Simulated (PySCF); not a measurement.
Compound: C₅H₁₁Ga.
SMILES: `[GaH2][CH]1CCCC1`

Level of theory: TDDFT CAM-B3LYP/def2-SVPD, vertical, gas phase, core orbitals frozen in the response (PySCF 2.14.0, density-fitted response routines). Geometry: PBE0-D3(BJ)/def2-SVP, one conformer, isolated molecule. Relativistic effects, spin–orbit coupling among them, are left out although an element past zinc is present.

Question: List the vertical singlet excitations with oscillator strengths and describe the spectrum.

Answer: 

```csv
state,λ (nm),E (eV),f,"main configurations (H = HOMO, L = LUMO)"
S1,279.8,4.43,0.0007,H→L (98%)
S2,233.6,5.31,0.0001,H-1→L (98%)
S3,183.7,6.75,0.0011,"H→L+1 (78%), H→L+2 (15%)"
S4,171.8,7.21,0.0033,H-2→L (86%)
S5,169.2,7.33,0.0010,H-3→L (83%)
S6,168.4,7.36,0.119,"H→L+2 (30%), H-4→L (19%), H→L+3 (17%)"
S7,165.0,7.52,0.061,"H-4→L (40%), H-5→L (13%), H→L+2 (13%)"
S8,161.6,7.67,0.0082,"H→L+3 (60%), H→L+5 (11%), H→L+2 (10%)"
S9,159.8,7.76,0.083,"H→L+4 (30%), H-5→L (25%), H-4→L (17%)"
S10,158.9,7.80,0.198,"H-5→L (41%), H→L+4 (32%)"
```

Triplets, Tamm–Dancoff:

| state | E (eV) | λ (nm) | main configurations (H = HOMO, L = LUMO) |
| --- | --- | --- | --- |
| T1 | 4.11 | 302.0 | H→L (96%) |
| T2 | 4.83 | 256.9 | H-1→L (96%) |
| T3 | 6.36 | 195.1 | H→L+2 (54%), H→L+1 (17%), H→L+3 (11%) |
| T4 | 6.77 | 183.2 | H→L+1 (65%), H→L+3 (21%) |

The lowest singlet comes at 280 nm (428 kJ/mol) in the ultraviolet; it is very weak; its leading configuration is HOMO→LUMO (98%). The strongest level in the table is S10 at 7.80 eV (159 nm, f = 0.198). It is the last of those listed, so stronger ones may follow. Löwdin shares by element: HOMO carbon 50% or more, gallium 22% (atoms not listed hold the other 29%); LUMO gallium 59%, hydrogen 19% or more, carbon 8% or more. The oscillator strengths of these states sum to 0.475; summed over the whole spectrum of an exact calculation they would give the number of electrons, 72 (Thomas–Reiche–Kuhn). Orbital energies (eV): HOMO-3 -10.87, HOMO-2 -10.36, HOMO-1 -9.58, HOMO -8.45, LUMO -0.53, LUMO+1 0.93, LUMO+2 1.59. Weighted by f, the mean energy of these states is 7.63 eV. All these states lie below the vertical ionisation energy of 9.15 eV (ΔSCF). The window holds the lowest 10 singlets.

On Intel Xeon Platinum 8259CL at 2.50 GHz, one thread, no GPU, shared host with 96 logical CPUs at a one-minute load of 46, this took 4.3 min and 1.0 GiB of memory at its peak.
